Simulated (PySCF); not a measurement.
## Assignment exercise: C$_{9}$H$_{11}$N

Mapped SMILES: `[CH2:1]=[CH:2][c:3]1[cH:4][cH:5][cH:6][cH:7][c:8]1[CH2:9][NH2:10]`; H(Xn) means a hydrogen on atom n. Ha(C1) is cis to C3; Hb(C1) is trans to C3.

[PySCF 2.14: PBE0-D3(BJ)/def2-SVP structure; B97-2/pcSseg-1 with gauge-including orbitals; fast rotation and ring inversion assumed for equivalent nuclei; isolated molecule; a single conformation; no relativistic terms]

Scale: TMS for ¹³C (183.69 ppm), ¹H (31.38 ppm) (reference shieldings calculated alike).

Task: Assign these signals to the numbered atoms. ¹³C{¹H} NMR (computed): δ 146.2, 141.2, 138.6, 130.9, 130.2, 129.6, 129.3, 120.7, 49.7.

Result: 
| δ (ppm) | atoms | environment | reason |
| --- | --- | --- | --- |
| 146.2 | C8 | substituted aromatic carbon | – |
| 141.2 | C2 | alkene CH | as expected for a trigonal carbon in a double bond |
| 138.6 | C3 | substituted aromatic carbon | – |
| 130.9 | C6 | aromatic CH | the aromatic region |
| 130.2 | C7 | aromatic CH | – |
| 129.6 | C5 | aromatic CH | – |
| 129.3 | C4 | aromatic CH | – |
| 120.7 | C1 | terminal =CH2 carbon | the olefinic region |
| 49.7 | C9 | sp3 CH2 bonded to N, on an aromatic ring | deshielded by the electronegative neighbour |

C6 and C7; C7 and C5; C5 and C4 lie closer than the usual error of such a calculation, so a measured spectrum could show them in the other order.

Task: Assign these signals to the numbered atoms. ¹H NMR (500 MHz, computed): δ 7.48 (d, 1H), 7.29 (m, 1H), 7.26 (m, 1H), 7.20 (m, 1H), 7.10 (d, 1H), 5.86 (m, 1H), 5.53 (m, 1H), 3.70 (s, 2H), 0.55 (br s, 2H).

Result: 
| δ (ppm) | atoms | environment | reason |
| --- | --- | --- | --- |
| 7.48 | H(C4) | hydrogen on an aromatic CH | the ring current deshields protons in the ring plane |
| 7.29 | H(C5) | hydrogen on an aromatic CH | – |
| 7.26 | H(C6) | hydrogen on an aromatic CH | – |
| 7.20 | H(C2) | hydrogen on an alkene CH | a vinylic proton, deshielded by the sp2 carbon and the C=C anisotropy |
| 7.10 | H(C7) | hydrogen on an aromatic CH | it sits in the deshielding region of the aromatic ring current |
| 5.86 | Ha(C1) | hydrogen on a terminal =CH2 carbon | olefinic region |
| 5.53 | Hb(C1) | hydrogen on a terminal =CH2 carbon | – |
| 3.70 | H(C9) | hydrogen on an sp3 CH2 bonded to N, on an aromatic ring | its carbon carries N, which withdraws density |
| 0.55 | H(N10) | hydrogen on an amine nitrogen | exchangeable; this is the value without hydrogen bonding to other molecules |

H(C5) and H(C6); H(C6) and H(C2); H(C2) and H(C7) lie closer than the usual error of such a calculation, so a measured spectrum could show them in the other order.

OH and NH positions are those of a molecule without intermolecular hydrogen bonds; in solution they move with solvent, concentration and temperature, and exchange usually removes their couplings. Shifts are as computed. Against solution values, carbons near 30 ppm lie about +1 ppm off and those near 130 ppm about +2 ppm. Of 1211 compounds with measured shifts, 218 miss one by over three times the rms of a fit or turn the order of signals round; such compounds aren't used in these exercises. Multiplicities follow the n + 1 count of equivalent neighbours, as no J values were calculated; m marks all less simple cases, F and P coupling included.
